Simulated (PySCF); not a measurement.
**UHF on Ar⁺ (argon, charge +1)**

Configuration: [Ne] 3s1 3p5 3d1, one real determinant (an excited configuration). All numbers are calculated (PySCF 2.14, the non-relativistic Hamiltonian (point nucleus), in aug-cc-pV(Q+d)Z (7s6p5d3f2g, 89 functions)).

| Property | Result |
| --- | --- |
| Total energy | -525.079945 hartree |
| One-electron energy | -715.6112 hartree |
| Hartree (Coulomb) energy | 220.1793 hartree |
| Exchange energy | -29.6481 hartree |
| Kinetic energy | 524.96389 hartree |
| ⟨S²⟩ | 3.7587 |
| ⟨L²⟩ | 7.808 |
| Sum of ⟨r⟩ | 14.52 bohr |
| Sum of ⟨r²⟩ | 23.77 bohr² |
| Traceless quadrupole moment −½Σ⟨3z² − r²⟩ along its main axis | -2.02 e·bohr² |
| Density at the nucleus (Gaussians lack the cusp) | 3790 bohr⁻³ |
| Spin density at the nucleus | 15.6 bohr⁻³ |
| Langevin diamagnetic susceptibility | -18.8 ×10⁻⁶ cm³/mol |

```tsv
shell	electrons	mean orbital energy (eV)	spread (eV)	rms radius, mean of both spins (bohr)
1s α	1	-3248.8	0	0.0998
1s β	1	-3247.5	0	0.0998
2s α	1	-355.16	0	0.449
2s β	1	-353.10	0	0.449
2p α	3	-280.57	0.764	0.417
2p β	3	-278.97	0.904	0.417
3s α	1	-53.446	0	1.45
3p α	3	-33.868	2.589	1.66
3p β	2	-27.064	0	1.66
3d α	1	-11.222	0	2.55
```

⟨L²⟩ = 7.81 against 12 for a pure F term, so this real determinant mixes terms. The outer electron is Rydberg-like, and this basis confines it to a smaller radius and binds it less than a complete one would.

Spin-orbit constants ζ (cm⁻¹) from the X2C one-electron operator on these orbitals (non-relativistic here): bare nucleus, nucleus screened by l(l+1)(2l+1)/3 electrons, and screened by the Breit-Pauli mean field of the electrons.

| shell | bare | screened nucleus | mean field |
| --- | --- | --- | --- |
| 2p | 12890 | 11460 | 10800 |
| 3p | 1147 | 1020 | 951.9 |
| 3d | 51.63 | 22.95 | 16.46 |

To first order the Landé constant is A = -102.1 cm⁻¹, so the lowest level has J = 9/2 and lies 0.0570 eV below the centre of the term. This holds in LS coupling only.
